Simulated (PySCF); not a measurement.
# Assigning NMR signals

Cartesian coordinates in Å; atom numbers follow the order of the lines, from 1:
```xyz
27

Si   -0.4702   -0.1290   -0.3676
N    -0.5518    0.1859    1.3457
C    -1.5956    0.9230    2.0018
C     0.2904   -0.5590    2.2445
H    -2.2977    0.2689    2.5601
H    -2.1878    1.5000    1.2783
H    -1.1805    1.6428    2.7349
H     1.0947   -1.0582    1.6828
H     0.7718    0.1044    2.9896
H    -0.2657   -1.3341    2.8117
N     1.2153   -0.0148   -0.8012
C     1.8762   -0.8452   -1.7692
C     1.9587    1.1633   -0.4382
H     2.0431   -0.3296   -2.7383
H     1.2930   -1.7534   -1.9753
H     2.8712   -1.1700   -1.4061
H     1.4239    1.7202    0.3462
H     2.9565    0.9018   -0.0350
H     2.1251    1.8493   -1.2948
C    -1.5421    1.1441   -1.2421
H    -1.4187    1.0213   -2.3301
H    -1.2439    2.1734   -0.9878
H    -2.6141    1.0323   -1.0167
C    -1.0685   -1.8500   -0.8292
H    -2.1058   -1.9688   -0.4769
H    -0.4630   -2.6355   -0.3506
H    -1.0673   -2.0288   -1.9159
```

Calculated, not measured (PySCF 2.14.0 with density-fitted response routines): PBE0-D3(BJ)/def2-SVP geometry, wB97X-D/pcSseg-1 with gauge-including orbitals. Non-relativistic, a single conformation, equivalent nuclei averaged, no solvent model.

Shifts are taken against calculated references (same method and geometry level): TMS for 13C (σ = 184.54 ppm) and 1H (σ = 31.38 ppm).

Question: Assign these signals to the numbered atoms. 13C{1H} NMR (computed): δ 37.3 (CH3), -2.1 (CH3).

Answer: 
37.3 → C3/C4/C12/C13, carbon bonded to N, 3 H
-2.1 → C20/C24, carbon bonded to Si, 3 H

Question: Assign these signals to the numbered atoms. 1H NMR (600 MHz, computed): δ 2.36 (s, 12H), -0.03 (s, 6H).

Answer: 
| δ (ppm) | atoms | environment | reason |
| --- | --- | --- | --- |
| 2.36 | H5/H6/H7/H8/H9/H10/H14/H15/H16/H17/H18/H19 | hydrogen on a carbon bonded to N | – |
| -0.03 | H21/H22/H23/H25/H26/H27 | hydrogen on a carbon bonded to Si | – |

Shifts are as computed. Against solution values, carbons near 30 ppm lie about +1 ppm off and those near 130 ppm about +6 ppm. Of 1309 compounds with measured shifts, 239 miss one by over three times the rms of a fit or turn the order of signals round; such compounds aren't used in these exercises. No couplings were computed; multiplicities are counted from neighbouring protons, with m where these are inequivalent, close in shift, in a saturated or five-membered ring or joined by F or P, and br s for small geminal =CH2 splittings.
